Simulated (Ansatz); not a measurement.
A nudged elastic band was laid between two geometries of ClH2InO (5 atoms, charge 0, multiplicity 1).

Computed with RKS LDA/def2-SVP in Ansatz 0.2.0.

| Item | Value |
| --- | --- |
| movable images | 5 |
| climbing image | yes |
| spring | 5.0 eV/Å² |
| optimiser | quadratic models (default) |
| start path | through a guess of the saddle point |
| force threshold | 0.03 eV/Å |
| iteration limit | 60 |
| end points | relaxed |

First end point:

```xyz
5
Properties=species:S:1:pos:R:3
O -1.398 0.142 -0.586
In 0.451 0.404 0.066
Cl 1.280 -1.608 0.930
H -1.669 -0.786 -0.436
H 1.336 1.848 0.026
```

Last end point:

```xyz
5
Properties=species:S:1:pos:R:3
O -1.329 -0.528 -0.376
In 0.449 0.184 0.126
Cl 1.656 -1.569 1.064
H -1.887 0.167 -0.779
H 1.111 1.746 -0.034
```

Question: What changes between the two ends?

Answer: No bond is made or broken. The dihedral H4–O1–In2–Cl3 goes from 0 to -180°.

Question: Give the energies along the band, and the barrier.

Answer: It converged. The highest image is number 4 of 0 to 6, 0.214 eV above the first end and 0.126 eV above the last; the last end lies 0.088 eV above the first. A vibrational analysis at the climbing image gives one clearly imaginary mode, 354i cm⁻¹: a first-order saddle point.

| image | path coordinate (Å) | energy (eV) | dihedral H4–O1–In2–Cl3 (°) |
| --- | --- | --- | --- |
| 0 | 0.00 | 0.000 | 0 |
| 1 | 0.27 | 0.028 | 20 |
| 2 | 0.53 | 0.101 | 45 |
| 3 | 0.80 | 0.180 | 73 |
| 4 | 1.06 | 0.214 | 99 |
| 5 | 1.48 | 0.149 | 141 |
| 6 | 1.90 | 0.088 | -180 |

Question: What is the geometry of the highest image?

Answer: 
```xyz
5
Properties=species:S:1:pos:R:3
O -1.202 -0.310 -0.850
In 0.462 0.259 0.067
Cl 1.547 -1.579 1.019
H -2.010 -0.163 -0.322
H 1.204 1.794 0.086
```

Question: What are the harmonic wavenumbers there?

Answer: 354i, 133, 365, 366, 439, 599, 724, 1809, 3747 cm⁻¹.

Run time: 40 s on 1 thread of Arm Neoverse V2 (shared host), peak memory 0.12 GiB.
